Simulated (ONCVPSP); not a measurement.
hafnium, ONCV: configuration errors across variants

Hf (Z = 72), optimised norm-conserving Vanderbilt (ONCV), made with ONCVPSP 4.0.1 (PBE, fully relativistic). Core [Kr] 4d10 4f14, reference 5s2 5p6 5d2 6s1.5 (charge +0.5). Waves: 5s+6s: rc 1.45 bohr, ncon 4, nbas 9, qcut 6.4 1/bohr, 2 projectors; 5p: rc 1.90 bohr, ncon 4, nbas 7, qcut 6.3 1/bohr, 2 projectors, debl 2.2 Ha; 5d: rc 3.15 bohr, ncon 4, nbas 9, qcut 5.8 1/bohr, 2 projectors, debl 1.4 Ha. Local part: polynomial inside 1.00 bohr (lpopt 4, dvloc0 0 Ha). Core correction: polynomial model core, fcfact 0.7.

Open shells are filled in proportion to 2j + 1.

All-electron excitation energies from the reference (eV): (1) 5s2 5p6 5d2 6s2 -3.256; (2) 5s2 5p6 5d2 6s1 4.724; (3) 5s2 5p6 5d2 6s0 18.904; (4) 5s2 5p6 5d2 6s0 6p2 4.546.

Errors AE − PS in meV (a dash: test not solved or not reliable):

```csv
change,(1),(2),(3),(4),bound ghosts,GHOST(+) flags above zero
base,-0.2,-0.3,-8.4,-1.6,none,s
p: nbas 8,-0.2,-0.3,-8.3,-1.6,none,s
p: qcut 8.6,-0.2,-0.3,-8.5,-2.0,none,s
d: nproj 1,-0.2,-0.4,-9.5,-1.9,none,s
d: rc 4.56,+0.5,+2.2,+32,+8.7,none,"s, d5/2, d3/2"
"core correction polynomial model core, fcfact 0.22",-0.2,-0.3,-8.0,-1.6,none,s
s: qcut 6.9; p: qcut 6.8; d: qcut 6.3,-0.2,-0.2,-6.9,-1.4,none,s
```

Question: Give the same row for: d: ncon 3, nbas 8.

Answer: -0.2, -0.3, -8.8, -1.7; bound ghosts: none; GHOST(+) flags above zero: s.
